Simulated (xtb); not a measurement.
C₂H₆OS, charge +1, doublet, geometry from GFN2-xTB (a state made from the parent by changing its charge; the spin is typed, not shown lowest). Base run: GFN2-xTB (xtb).

The xtb input:
```
$ xtb mol.xyz --gfn 2 --chrg 1 --uhf 1 --json

# file mol.xyz
10

C     -1.30956027     0.64165426    -0.78188424
S      0.00505826    -0.41669803    -0.07959067
C      1.54492139     0.56256668    -0.18640788
O     -0.28988667    -0.66512662     1.30126565
H     -2.25756047     0.11057683    -0.72631947
H     -1.06745328     0.86084288    -1.81688002
H     -1.37449429     1.55165765    -0.18678638
H      1.41487689     1.47437405     0.39510721
H      2.36213553    -0.01741859     0.23740007
H      1.74849007     0.78282306    -1.22944318
```

The base run was repeated with changes; each row names its change, and settings that it needs were set with it.

```tsv
change	ΔE vs base (kJ/mol)	G_solv (kcal/mol)	SCF cycles
base	0.00	-	11
alpb = methanol	-255.9	-62.87	10
etemp = 5000	-19.22	-	11
acc = 1000	0.03	-	5
alpb = acetone	-226.9	-54.82	10
acc = 0.0001	0.00	-	18
```

ALPB and GBSA are two models with their own fitted parameters for each solvent, which aren't always the measured dielectric constant.
